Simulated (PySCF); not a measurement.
MTa cations for M along the halogens

HF with triple-zeta basis sets in PySCF, for the lowest determinant that a PBE0 search found; no spin–orbit coupling. De refers to high-spin ground-configuration atoms (the charge goes to the atom of lower measured ionisation energy or higher electron affinity, which is not always the lowest computed limit). A positive dipole points towards Ta; it is taken about the centre of mass and depends on that origin.

```csv
M,basis,reference,charged atom,state (unpaired electrons),Re (Å),ωe (cm⁻¹),De (eV),μ (D)
F,def2-TZVPPD,UHF,Ta+,"quartet (σ ↑, δ ↑↑)",1.786,793,n/a,4.51
Cl,def2-TZVPPD,UHF,Ta+,"quartet (σ ↑, δ ↑↑)",2.212,456,n/a,4.57
Br,def2-TZVPPD,UHF,Ta+,"quartet (σ ↑, δ ↑↑)",2.366,304,n/a,5.87
```

The shortest bond is that of TaF⁺ (1.786 Å), the longest that of TaBr⁺ (2.366 Å).

De is n/a where a free atom or ion gave no sound limit at this level.

Down a group bonds as a rule get longer and wavenumbers fall, partly through the reduced mass; this series shows no clear exception.

These are scalar-relativistic numbers at best; spin–orbit coupling would shift them, the dissociation energy most. Hartree–Fock leaves out correlation, which carries a large part of most bond energies and some tenths to 1 eV of ionisation energies. With d or f electrons several states lie close, and the lowest PBE0 determinant need not be the measured ground state.
